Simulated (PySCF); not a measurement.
# C₆ coefficients of unlike pairs at UHF

Calculated with PySCF 2.14 from the dipole response of each species, C₆(A,B) = (3/π) ∫ α_A(iu) α_B(iu) du, in atomic units, from isotropic polarisabilities. For ions this is the dispersion term alone; charge-induced terms of lower order in 1/R come first.

```csv
species,configuration,basis,relativity,α (bohr³),C₆ (like pair)
F(2+),[He] 2s2 2p3 (4S),dyall-av3z (15s9p3d2f),spin-free X2C,1.268,1.554
Al,[Ne] 3s2 3p1 (2P),"x2c-QZVPPall with one added diffuse shell each of s, p, d, f type (10s7p5d3f1g)",spin-free X2C,61.27,554.5
Ru(2+),[Kr] 4d6 (5D),aug-cc-pVTZ-DK (9s8p6d3f2g),spin-free X2C,7.492,39.86
```

Problem. Estimate C₆ for Al with F(2+).

Solution. The integral gives 20.33. The combination rule 2 C_A C_B / (C_A α_B/α_A + C_B α_A/α_B) gives 19.91 and the geometric mean 29.35.

No spin-orbit coupling is included.

The other pairs:

```
         pair     C₆
Ru(2+), F(2+)  7.777
   Ru(2+), Al  113.9
```
